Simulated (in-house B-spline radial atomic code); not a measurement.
Results of a calculation; reference values are marked as such.
# Making a Troullier-Martins s channel for Mn, r_c = 2.88 bohr

Mn, [Ar] 3d5 4s2, non-relativistic PBE, spherical and spin-unpolarised, from a B-spline radial code for spherical atoms (atomic units). The all-electron 4s level is ε = -0.184815 hartree, its outermost node lies just inside 1.07 bohr and its outer maximum at 2.55 bohr.

Inside r_c the pseudo-orbital is u(r) = r^1 exp(p(r)), with p = c0 + c2 r² + c4 r⁴ + … + c12 r¹². The seven coefficients follow from p and its first four derivatives at r_c, from zero curvature of the screened potential at the origin, c4 = −c2²/(2l + 5), and from the norm inside r_c. At r_c the all-electron orbital has P = 0.6005203, P' = -0.08713409, the screened potential V = -0.3495118, V' = 0.2410448, V'' = -0.2292334, and the norm inside is Q = 0.4787678.

Q: What are p, p' and p'' at r_c?

A: p = ln(P/r_c^1) = ln(0.6005203/2.88) = -1.56775. p' = P'/P − 1/r_c = -0.14510 − 0.34722 = -0.49232. The radial equation gives p'' = 2(V − ε) − 2(1) p'/r_c − p'² = -0.32939 − (-0.34189) − 0.24238 = -0.22988. Differentiating, p''' = 2V' + 2(1)p'/r_c² − 2(1)p''/r_c − 2p'p'' = 0.29667, and p'''' = 2V'' − 4(1)p'/r_c³ + 4(1)p''/r_c² − 2(1)p'''/r_c − 2p''² − 2p'p''' = -0.50649.

For a trial c2 the five matching conditions are linear in c0, c6, c8, c10 and c12, and c2 is varied until the norm inside r_c equals Q. The root nearest zero gives:

```tsv
n	c_n
0	-1.841995
2	0.2666827
4	-0.01422393
6	-0.0106089
8	0.002009332
10	-0.0001439304
12	3.791972e-06
```

Q: Check c4 and p(r_c), and find the screened pseudopotential at the origin.

A: −c2²/5 = -0.0142239, as listed. The terms c_n r_c^n are -1.84200, 2.21197, -0.97856, -6.05376, 9.51024, -5.65038, 1.23474, which sum to -1.56775. Inverting the radial equation, V_l(r) = ε + 1 p'/r + (p'' + p'²)/2, so V_l(0) = ε + (2l + 3) c2 = -0.184815 + 3 × (0.266683) = 0.6152 hartree, finite where the all-electron potential diverges.

Orbitals and screened potentials:

```tsv
r (bohr)	P	u	V all-electron	V pseudo
0.288	0.07647	0.04666	-40.2	0.6135
0.72	-0.253	0.1304	-7.72	0.5531
1.152	0.07809	0.2489	-2.677	0.2752
1.584	0.3933	0.405	-1.256	-0.24
2.016	0.5603	0.5497	-0.7195	-0.6183
2.448	0.615	0.6139	-0.4813	-0.5363
2.88	0.6005	0.6005	-0.3495	-0.3495
```

Logarithmic derivatives P'/P at R = 3.18 bohr, for energies E around ε:

```csv
E − ε (hartree),all-electron,pseudo
-0.5,0.781554,0.776653
-0.25,0.40295,0.400038
-0.1,0.0726436,0.0717513
0,-0.235396,-0.235397
0.1,-0.680935,-0.683739
0.25,-2.0388,-2.10467
0.5,14.3972,9.27175
```

Q: With P(R) = 0.5668149 and a norm of 0.5814015 inside R, what slope in energy does norm conservation fix?

A: d(P'/P)/dE = −2 × (norm inside R)/P(R)² = -3.6193 per hartree·bohr at E = ε, for both atoms, since orbital and norm agree at R. Differences over ±0.1 hartree give -3.7679 (all-electron) and -3.7775 (pseudo), which also hold third-order terms. Half a hartree below ε the two curves differ by -0.0049.
